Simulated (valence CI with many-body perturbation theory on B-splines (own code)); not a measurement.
# Yb XL: calculated level list

Method: valence CI with perturbative core correlation (CI+MBPT): three valence electrons over a frozen Dirac-Fock core [Ar] 3d10, a basis of 11 s, 11 p, 10 d, 8 f, 5 g, 2 h functions for each j, with the one-electron correlation potential Σ1, the two-electron term Σ2, the three-electron term Σ3, Breit, model QED; selected CI, second order for the rest, scaled by the run's own slope (own B-spline code, finite nucleus).

No measured spectrum was set against this ion. As an estimate, large intervals hold to a few tenths of a per cent, small ones and those within an open d or f shell to about a per cent.

Levels 46 to 90 of 197, with energies above the lowest level, (4s^2 4p1/2) J=1/2. "Leading %" is the weight of the configuration and term that name the level; weights of strongly mixed levels are sums over their largest components and can fall short. In the jj column 3d3/2^4 stands for four electrons in 3d with j = 3/2. Lifetimes count E1, E2, E3, M1 and M2 decay at the calculated energies, and are blank where another channel may lead or the interval is too uncertain; long ones can be off by a factor of two.

```csv
No.,Configuration,Term,J,E (eV),Leading %,Lifetime,g,Leading jj
46,4p2.4d,2G,7/2,453.79,40,15.2 ps,1.016,4p1/2 4p3/2 4d3/2 (74 %)
47,4p2.4d,4F,3/2,455.92,38,2.89 ps,0.927,4p1/2 4p3/2 4d3/2 (95 %)
48,4p2.4d,4D,1/2,456.65,82,2.83 ps,0.153,4p1/2 4p3/2 4d3/2 (99 %)
49,4s.4p.4f,4G,5/2,463.19,31,2.16 ps,0.890,4s 4p1/2 4f5/2 (66 %)
50,4s.4p.4f,4F,7/2,464.19,22,32.3 ps,1.263,4s 4p1/2 4f7/2 (58 %)
51,4s.4p.4f,4G,5/2,467.02,42,1.93 ps,0.875,4s 4p1/2 4f5/2 (62 %)
52,4p2.4d,2G,9/2,469.97,27,34.9 ps,1.202,4s 4p1/2 4f7/2 (52 %)
53,4p2.4d,2D,3/2,469.98,34,1.22 ps,1.006,4p1/2 4p3/2 4d3/2 (67 %)
54,4s.4p.4f,4G,7/2,470.23,49,2.88 ps,1.059,4s 4p1/2 4f5/2 (42 %)
55,4s.4p.4f,4F,3/2,472.72,43,1.81 ps,0.714,4s 4p1/2 4f5/2 (72 %)
56,4p2.4d,2F,7/2,472.89,33,2.74 ps,1.119,4p1/2 4p3/2 4d5/2 (45 %)
57,4s.4p.4f,4F,5/2,472.95,27,3.27 ps,1.121,4s 4p1/2 4f7/2 (69 %)
58,4p2.4d,4P,1/2,473.08,39,935 fs,1.812,4p1/2 4p3/2 4d3/2 (94 %)
59,4p2.4d,4P,5/2,475.64,30,1.47 ps,1.215,4p1/2 4p3/2 4d5/2 (43 %)
60,4p2.4d,2P,3/2,477.26,49,1.80 ps,1.430,4p1/2 4p3/2 4d5/2 (86 %)
61,4p2.4d,2G,9/2,477.41,32,2.96 ps,1.186,4p1/2 4p3/2 4d5/2 (49 %)
62,4s.4p.4f,4D,7/2,477.60,32,1.92 ps,1.282,4s 4p1/2 4f7/2 (59 %)
63,4p2.4d,2D,5/2,478.71,53,1.97 ps,1.194,4p1/2 4p3/2 4d5/2 (83 %)
64,4p2.4d,2D,3/2,490.25,65,1.94 ps,0.897,4p1/2 4p3/2 4d5/2 (91 %)
65,4p2.4d,2P,1/2,491.04,60,1.78 ps,1.110,4p1/2 4p3/2 4d5/2 (93 %)
66,4p2.4d,2G,7/2,492.43,29,1.73 ps,1.013,4p1/2 4p3/2 4d5/2 (50 %)
67,4p2.4d,2F,5/2,496.44,22,1.06 ps,1.085,4p1/2 4p3/2 4d5/2 (46 %)
68,4s.4d2,4F,3/2,513.63,81,719 fs,0.489,4s 4d3/2^2 (89 %)
69,4s.4d2,4F,5/2,516.93,61,720 fs,1.079,4s 4d3/2^2 (74 %)
70,4s.4d2,4P,1/2,522.26,66,752 fs,2.344,4s 4d3/2^2 (82 %)
71,4s.4d2,4F,7/2,524.18,40,1.76 ps,1.121,4s 4d3/2 4d5/2 (52 %)
72,4s.4d2,4F,5/2,525.41,24,1.49 ps,1.124,4s 4d3/2 4d5/2 (50 %)
73,4s.4d2,2G,9/2,526.94,36,2.01 ps,1.187,4s 4d3/2 4d5/2 (51 %)
74,4s.4d2,2D,3/2,527.53,26,1.39 ps,1.020,4s 4d3/2 4d5/2 (43 %)
75,4s.4d2,4F,7/2,527.99,43,1.29 ps,1.151,4s 4d3/2 4d5/2 (55 %)
76,4s.4d2,2P,1/2,531.07,23,1.21 ps,1.290,4p3/2^2 4d3/2 (44 %)
77,4s.4d2,4P,3/2,531.85,86,1.01 ps,1.670,4s 4d3/2 4d5/2 (87 %)
78,4p2.4d,4D,7/2,533.30,26,5.90 ps,1.238,4p3/2^2 4d5/2 (46 %)
79,4s.4d2,4P,5/2,533.37,55,1.01 ps,1.361,4s 4d3/2 4d5/2 (74 %)
80,4s.4p.4f,4F,9/2,535.31,36,4.93 ps,1.252,4s 4p3/2 4f7/2 (55 %)
81,4s.4d2,2G,7/2,537.15,41,1.54 ps,0.990,4s 4p3/2 4f5/2 (42 %)
82,4s.4p.4f,4G,11/2,539.61,100,3.69 ps,1.269,4s 4p3/2 4f7/2 (100 %)
83,4s.4p.4f,4F,5/2,540.72,30,1.41 ps,1.069,4s 4p3/2 4f5/2 (63 %)
84,4s.4d2,4F,9/2,540.85,45,1.52 ps,1.281,4s 4d5/2^2 (28 %)
85,4s.4p.4f,4D,3/2,541.26,69,2.03 ps,1.036,4s 4p3/2 4f5/2 (75 %)
86,4s.4p.4f,4D,1/2,541.43,95,2.52 ps,0.059,4s 4p3/2 4f5/2 (95 %)
87,4p2.4d,2D,3/2,542.59,26,1.08 ps,0.915,4p3/2^2 4d3/2 (58 %)
88,4s.4p.4f,4F,7/2,542.91,27,1.32 ps,1.155,4s 4p3/2 4f5/2 (47 %)
89,4s.4p.4f,2F,5/2,543.67,31,2.85 ps,1.104,4s 4p3/2 4f7/2 (86 %)
90,4p2.4d,2D,3/2,544.31,21,1.44 ps,0.977,4p3/2^2 4d3/2 (42 %)
```

Where two levels of one J and parity lie close, their mixing, g and order are uncertain.
